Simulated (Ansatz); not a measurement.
# How methods differ on CsBr (SMILES [Br][Cs])

The species is CsBr (2 atoms), meant as a singlet with charge 0. As SMILES, `[Br][Cs]`. The bond length is the measured one.

```jsonl
{"atom": "Br", "x (Å)": "0.0000", "y (Å)": "0.0000", "z (Å)": "0.0000"}
{"atom": "Cs", "x (Å)": "0.0000", "y (Å)": "0.0000", "z (Å)": "3.0723"}
```

Quantity: the energy change with the Br1–Cs2 bond stretched from 3.072 to 7.681 Å, in eV. The values are calculated.

```tsv
level	kind	program	value (eV)
HF/def2-SV(P) (core potential) (restricted)	Hartree–Fock	Ansatz	2.74
wB97/ANO-RCC-MB (sfX2C) (restricted)	range-separated hybrid	Ansatz	2.28
wB97/ANO-RCC-VDZ (sfX2C) (restricted)	range-separated hybrid	Ansatz	2.10
wB97/ANO-RCC-VDZP (sfX2C) (restricted)	range-separated hybrid	Ansatz	2.56
wB97/ANO-RCC-VTZP (sfX2C) (restricted)	range-separated hybrid	Ansatz	2.55
wB97/ANO-RCC-VQZP (sfX2C) (restricted)	range-separated hybrid	Ansatz	2.64
```

The first shape isn't each level's own minimum. The values span 2.10 to 2.74 eV. Without the sets that lack polarisation functions the rows with a basis span only 2.55 to 2.74 eV.
